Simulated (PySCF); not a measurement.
## Dipole moment and polarisability across levels of theory

Compound: pentyl formate, C₆H₁₂O₂.
Numbering: `[CH3:1][CH2:2][CH2:3][CH2:4][CH2:5][O:6][CH:7]=[O:8]` (hydrogens: H9, H10, H11 on C1; H12, H13 on C2; H14, H15 on C3; H16, H17 on C4; H18, H19 on C5; H20 on C7)

Cartesian coordinates in Å at the PBE0-D3(BJ)/def2-SVP level; atoms count from 1:
```xyz
20
C6H12O2 angstrom
C      3.1705    0.3055    0.3551
C      1.8495    0.6034   -0.3350
C      0.7267   -0.3361    0.0829
C     -0.5927   -0.0494   -0.6182
C     -1.6896   -1.0018   -0.1895
O     -2.8946   -0.7873   -0.9271
C     -3.7101    0.1630   -0.4816
O     -3.5329    0.8464    0.4861
H      3.0781    0.3920    1.4497
H      3.9625    0.9981    0.0328
H      3.5140   -0.7183    0.1352
H      1.5454    1.6439   -0.1257
H      1.9794    0.5453   -1.4301
H      1.0327   -1.3797   -0.1159
H      0.5843   -0.2693    1.1768
H     -0.9137    0.9827   -0.4018
H     -0.4655   -0.1235   -1.7117
H     -1.9008   -0.8942    0.8856
H     -1.4097   -2.0450   -0.3948
H     -4.5965    0.2233   -1.1477
```

PySCF, dipoles from the SCF density, polarisabilities from static response with core orbitals frozen. One conformer (not necessarily the lowest) at the PBE0-D3(BJ)/def2-SVP geometry, without solvent, vibrations or thermal averaging.

Task: Compare the levels for these properties.

Result: 

```json
{"level": "CAM-B3LYP/def2-SVPD", "μ (D)": "2.035", "α (Å³)": "12.06", "anisotropy (Å³)": "3.71"}
{"level": "PBE0/6-31G*", "μ (D)": "1.878", "α (Å³)": "10.25", "anisotropy (Å³)": "3.51"}
{"level": "PBE0/6-31+G*", "μ (D)": "2.004", "α (Å³)": "11.38", "anisotropy (Å³)": "3.44"}
{"level": "PBE0/def2-SVP", "μ (D)": "1.862", "α (Å³)": "10.53", "anisotropy (Å³)": "3.53"}
{"level": "PBE0/aug-cc-pVDZ", "μ (D)": "1.995", "α (Å³)": "12.41", "anisotropy (Å³)": "4.13"}
```

The anisotropy is √(½[(α1 − α2)² + (α2 − α3)² + (α3 − α1)²]). The dipole runs from 1.86 D (PBE0/def2-SVP) to 2.03 D (CAM-B3LYP/def2-SVPD). No reference polarisability is at hand; against PBE0 in the largest diffuse basis at hand (aug-cc-pVDZ) the other PBE0 rows deviate by 6-31G* -17%, 6-31+G* -8%, def2-SVP -15%. With PBE0 the polarisability is 10.39 Å³ without diffuse functions (mean of 6-31G* and def2-SVP) and 11.89 Å³ with them (mean of 6-31+G* and aug-cc-pVDZ).
